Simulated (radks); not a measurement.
Results of a calculation; reference values are marked as such.
Species: Xe+. Configuration: [Kr] 4d9 5s2 5p6 (not the ground configuration).

Level of theory: Dirac Kohn-Sham, OLYP, spin-unpolarised, spherical densities, finite nucleus; open shells fill j = l - 1/2 first; Fermi nuclear charge, rms radius 4.7859 fm (a radial shooting solver on a logarithmic mesh with Libxc functionals).

Energy parts (eV):
total: -202734.925
kinetic: 215380.056
electron-nucleus: -492024.552
Hartree: 79061.982
exchange-correlation: -5152.411

Orbitals (lengths in bohr, moments of r in powers of bohr; r(90%) holds 90 % of the orbital's charge):
| orbital | occ. | eigenvalue (eV) | r(90%) |
|---|---|---|---|
| 1s1/2 | 2 | -34361.54 | 0.0480 |
| 2s1/2 | 2 | -5368.001 | 0.177 |
| 2p1/2 | 2 | -5045.228 | 0.158 |
| 2p3/2 | 4 | -4720.701 | 0.166 |
| 3s1/2 | 2 | -1114.688 | 0.450 |
| 3p1/2 | 2 | -980.5632 | 0.445 |
| 3p3/2 | 4 | -918.7991 | 0.461 |
| 3d3/2 | 4 | -683.1032 | 0.437 |
| 3d5/2 | 6 | -670.0181 | 0.442 |
| 4s1/2 | 2 | -215.9134 | 1.03 |
| 4p1/2 | 2 | -168.1361 | 1.08 |
| 4p3/2 | 4 | -155.6042 | 1.12 |
| 4d3/2 | 4 | -77.9841 | 1.29 |
| 4d5/2 | 5 | -75.9092 | 1.30 |
| 5s1/2 | 2 | -31.1740 | 2.55 |
| 5p1/2 | 2 | -19.4504 | 2.99 |
| 5p3/2 | 4 | -17.8993 | 3.13 |
| 6s1/2 | 0 | -5.9347 | 6.89 |

The highest occupied level is 5p3/2 at -17.899 eV. The electron density at the nucleus is 2.716e+05 e/bohr^3. Summed over all electrons, <r^2> = 51.80 bohr^2, which gives a Langevin (diamagnetic) susceptibility term of -41 x 10^-6 cm^3/mol.
